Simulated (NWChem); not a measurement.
# C₂H₃Br; SMILES C=CBr

Program: NWChem. Medium grid unless said otherwise, to which SCAN and Minnesota functionals are sensitive. Coordinates come from a B3LYP/6-31G* (spherical d) optimisation. Computed dipoles belong to the equilibrium geometry; the measured one is vibrationally averaged.

Measured dipole moment: 1.42 D (NIST CCCBDB, as tabulated in the package chemicals).

### Question
Which of these levels lies farthest from the measured value, and how do the others fare: TPSS/def2-SVP; M06/def2-SVP; Hartree-Fock/def2-SVP; PBE/def2-SVP; LDA (Slater exchange, PW92)/def2-SVP; B3LYP/def2-SVP; B3PW91/def2-SVP?

### Answer
Hartree-Fock/def2-SVP.
```
level                                 dipole moment (D)  computed − measured
------------------------------------  -----------------  -------------------
B3LYP/def2-SVP                                     1.35                -0.07
PBE/def2-SVP                                       1.28                -0.14
B3PW91/def2-SVP                                    1.43                +0.01
LDA (Slater exchange, PW92)/def2-SVP               1.30                -0.12
Hartree-Fock/def2-SVP                              1.74                +0.32
TPSS/def2-SVP                                      1.40                -0.02
M06/def2-SVP                                       1.37                -0.05
```
